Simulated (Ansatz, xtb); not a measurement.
# Ligand exchange: SnH4 + Si(SH)4 → SnH3(SH) + SiH(SH)3

Species: SnH4 `[SnH4]`, singlet; Si(SH)4, singlet; SnH3(SH), singlet; SiH(SH)3, singlet. The partners trade H for SH: Sn–H and Si–SH bonds give way to Sn–SH and Si–H.

Shapes, held fixed at every level: PBE0-D4/def2-TZVP. Flexible molecules stand in one conformer, not always the lowest. Programs: Ansatz 0.2.0, xtb 6.7.1. The zero-point and thermal change to 298 K, harmonic and unscaled (PBE0-D4/def2-TZVP), is +2.8 kJ/mol.

```
                level                    kind  ΔH(298 K) (kJ/mol)  less CCSD(T)/def2-TZVPP
             GFN0-xTB          semi-empirical               -12.9                    -28.6
    PBE-D4/def2-TZVPP                     GGA               +19.8                     +4.1
  B3LYP-D4/def2-TZVPP           global hybrid               +16.6                     +0.9
r2SCAN0-D4/def2-TZVPP           global hybrid               +17.4                     +1.7
   wB97M-V/def2-TZVPP  range-separated hybrid               +17.5                     +1.8
     CCSD(T)/def2-SVP   coupled cluster or CI               +14.8                     -0.9
      CCSD/def2-TZVPP   coupled cluster or CI               +12.8                     -2.9
   CCSD(T)/def2-TZVPP   coupled cluster or CI               +15.7                      0.0
```

The highest level, CCSD(T)/def2-TZVPP, gives ΔH(298 K) = +15.7 kJ/mol; the levels span -12.9 to +19.8. They disagree on the sign: 7 of 8 are positive. The column of differences is taken from that level and isn't an error. No measured value is set beside it here. For atoms past krypton def2 sets carry core potentials with scalar relativity. Outer-core shells of Sn are correlated, in sets that cover them unevenly.
